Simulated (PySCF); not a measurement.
All values below come from PBE-D3(BJ)/def2-TZVP // PBE0-D4/def2-SVP run with PySCF. All species are isolated molecules in the gas phase. One relaxed conformer stands for a flexible species; it need not be the lowest. 

Reference species: [In(H)3(H2O)] (neutral, multiplicity 1).

The LUMO is -1.71 eV and the S1 oscillator strength is 0.003.

Changed species: [In(H)3(NH3)] (adduct with NH3; the reference has adduct with H2O).

Problem. Predict the effect on the LUMO and S1 oscillator strength.

Solution. the LUMO rises by 0.41 eV, to -1.30 eV; the S1 oscillator strength stays essentially unchanged.
